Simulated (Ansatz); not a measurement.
The same path of CH4Cl2Sn (8 atoms, charge 0, multiplicity 1) was run twice with different band settings. The coordinate that changes most is the dihedral Cl3–C2–Sn4–H7.

The calculation used RKS revPBE/def2-SVP (Ansatz 0.2.0).

Relaxed end points:

```xyz
8
Properties=species:S:1:pos:R:3
Cl 1.064 -0.226 2.129
C 1.052 -0.170 0.321
Cl 2.056 1.191 -0.322
Sn -1.035 0.026 -0.412
H 1.538 -1.103 -0.020
H -1.631 1.526 0.193
H -1.001 0.010 -2.143
H -1.950 -1.311 0.198
```

```xyz
8
Properties=species:S:1:pos:R:3
Cl 1.409 -1.662 1.005
C 1.080 -0.045 0.263
Cl 1.409 1.309 1.417
Sn -1.029 0.051 -0.425
H 1.806 0.069 -0.564
H -1.281 1.589 -1.178
H -1.289 -1.236 -1.553
H -2.013 -0.132 0.979
```

Common settings: movable images 5; spring 5.0 eV/Å²; start path through a guess of the saddle point; force threshold 0.05 eV/Å; iteration limit 60; end points relaxed.

| run | climbing image | optimiser |
| --- | --- | --- |
| 1 | yes | quadratic models (default) |
| 2 | from the first iteration | fire |

(1) What does each run give, and how far can it be trusted?

Results:

(1) Run 1: converged after 6 iterations, highest image 0.058 eV above the first end. A vibrational analysis at the climbing image gives one clearly imaginary mode, 93i cm⁻¹: a first-order saddle point.
Run 2: converged after 26 iterations, highest image 0.059 eV above the first end. Another band between the same ends (5 images) ends at a top of the same energy, where a vibrational analysis finds 1 clearly imaginary mode.
